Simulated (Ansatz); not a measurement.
Two isomers of C4H5F3: A = `C/C(F)=C/C(F)F`, B = `FC1[C@@H](F)C[C@@H]1F`.

Calculated with Ansatz (gas phase, PBE0-D4/def2-TZVP geometries, no zero-point term in ΔE). CCSD(T)/CBS adds triple-zeta CCSD(T) − MP2 to the extrapolated MP2 energy (def2 sets, frozen cores). DFT in def2-TZVPP. B3LYP here is the variant with VWN-RPA as its local correlation; programs differ in this. Each species was taken in one conformer, which may not be the lowest.

A:

Z-matrix (Å, degrees):
```
C
C 1 1.478
H 1 1.089 2 110.7
H 1 1.093 2 110.1 3 120.8
H 1 1.093 2 110.1 3 -120.8
F 2 1.344 1 112.2 3 179.9
C 2 1.325 1 128.0 3 -0.1
C 7 1.480 2 123.9 1 -180.0
H 7 1.083 2 119.2 1 0.0
F 8 1.363 7 110.2 2 121.2
F 8 1.363 7 110.1 2 -121.9
H 8 1.092 7 113.7 2 -0.4
```

B:

```xyz
12

F     1.627    1.276   -0.184
C     0.592    0.725    0.538
C    -0.736    0.779   -0.230
C    -0.420   -0.624   -0.755
F    -1.443   -1.520   -0.828
C     0.585   -0.807    0.399
F    -0.016   -1.369    1.495
H     0.621    1.114    1.557
H    -1.576    0.746    0.465
H    -0.868    1.589   -0.946
H     0.099   -0.601   -1.717
H     1.534   -1.309    0.207
```

**Question.** Which is lower in electronic energy at CCSD(T)/CBS, and by how much? (Best estimate.)

**Answer.** The calculation gave: A, by 15.7 kcal/mol.

**Question.** Give E(B) − E(A) in kcal/mol with r2SCAN-D4, MP2/def2-TZVPP, PBE-D4, ωB97M-V, HF/def2-TZVPP, B3LYP-D4, B2PLYP. (Best estimate.)

**Answer.** Ansatz gave: r2SCAN-D4 17.7, MP2/def2-TZVPP 15.6, PBE-D4 16.5, ωB97M-V 15.0, HF/def2-TZVPP 18.4, B3LYP-D4 19.0, B2PLYP 18.4. None reverses the order clearly.

**Question.** Does the order hold for the free energy at 298.15 K (harmonic terms from PBE0-D4)? (Estimate.)

**Answer.** Computed: Yes: G(B) − G(A) = +17.9 kcal/mol, for one conformer each. Modes under 60 cm⁻¹, often nearly free rotors, make the harmonic entropy too high.

Largest T1 diagnostic: 0.012.

From r2SCAN to r2SCAN0 (25 % exact exchange), in def2-TZVPP and without D4, E(B) − E(A) moves by −1.9 kcal/mol. In def2-TZVPP, CCSD(T) changes the Hartree–Fock value by −2.7 kcal/mol (the triples alone add +0.5 kcal/mol) and MP2 by −2.9 kcal/mol.
